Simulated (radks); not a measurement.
Question: Species: Au64+. Configuration: [Ne] 3s2 3p3. Calculated with a radial shooting solver on a logarithmic mesh with Libxc functionals: Dirac Kohn-Sham, relativistic LDA (MacDonald-Vosko exchange, VWN5 correlation), spin-unpolarised, spherical densities, finite nucleus; open shells fill j = l - 1/2 first; Fermi nuclear charge, rms radius 5.4371 fm.

Spin-orbit splittings of the eigenvalues, e(l+1/2) - e(l-1/2), with zeta = 2 splitting/(2l+1) and mean radii in bohr:

shell  occ.  splitting (eV)  zeta (eV)  <r> j=l-1/2  <r> j=l+1/2
2p        6               ?          ?      0.05753      0.06575
3p        3           494.5      329.7       0.1594       0.1717

Estimate the 2p splitting.

Answer: 1852 eV (zeta = 1235 eV).
